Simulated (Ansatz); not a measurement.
Compare A (`C=C[SiH](C)S`) with its isomer B (`C[SiH2]C(C)=S`).

Calculated with Ansatz (gas phase, PBE0-D4/def2-TZVP geometries, no zero-point term in ΔE). CCSD(T)/CBS is the MP2 limit (def2-TZVPP, def2-QZVPP) plus CCSD(T) − MP2 in def2-TZVPP, frozen cores. Functionals use def2-TZVPP. B3LYP here is the variant with VWN-RPA as its local correlation; programs differ in this. Each species was taken in one conformer, which may not be the lowest.

A:

Z-matrix (Å, degrees):
```
Si
C 1 1.856
S 1 2.147 2 110.5
C 1 1.864 2 112.8 3 117.3
H 1 1.489 2 106.9 3 -120.2
C 2 1.331 1 122.4 3 118.9
H 2 1.089 1 119.1 3 -60.4
H 3 1.343 1 94.6 2 -54.9
H 4 1.092 1 110.8 2 -58.5
H 4 1.092 1 110.9 2 -178.8
H 4 1.093 1 110.2 2 61.3
H 6 1.087 2 122.4 1 -179.8
H 6 1.087 2 121.5 1 0.2
```

B:

```xyz
13

C     0.345   -2.120    0.680
Si    0.237   -0.681   -0.489
C    -0.275    0.928    0.374
C    -0.388    2.156   -0.465
S    -0.571    0.927    1.967
H     1.078   -1.924    1.465
H    -0.619   -2.298    1.160
H     0.641   -3.023    0.141
H     1.546   -0.415   -1.155
H    -0.761   -0.925   -1.571
H     0.569    2.359   -0.959
H    -0.688    3.024    0.122
H    -1.113    1.990   -1.271
```

Which is lower in electronic energy at CCSD(T)/CBS, and by how much? (An estimate is asked.)

Computed: A, by 95.8 kJ/mol.

Give E(B) − E(A) in kJ/mol with PBE0-D4, MP2/def2-TZVPP, ωB97M-V, B3LYP-D4, BLYP-D4, PBE-D4, CCSD(T)/def2-TZVPP. (An estimate is asked.)

Ansatz gave: PBE0-D4 94.7, MP2/def2-TZVPP 92.9, ωB97M-V 97.4, B3LYP-D4 92.7, BLYP-D4 86.1, PBE-D4 87.0, CCSD(T)/def2-TZVPP 93.4. None reverses the order clearly.

Does the order hold for the free energy at 298.15 K (harmonic terms from PBE0-D4)? (Best estimate.)

The calculation gave: Yes: G(B) − G(A) = +93.8 kJ/mol, for one conformer each. Modes under 60 cm⁻¹, often nearly free rotors, make the harmonic entropy too high.

Largest T1 diagnostic: 0.014.

From PBE to PBE0 (25 % exact exchange), in def2-TZVPP and without D4, E(B) − E(A) moves by +7.5 kJ/mol. At CCSD(T), def2-SVP lies −18.0 kJ/mol from the extrapolated value and def2-TZVPP −2.3 kJ/mol.
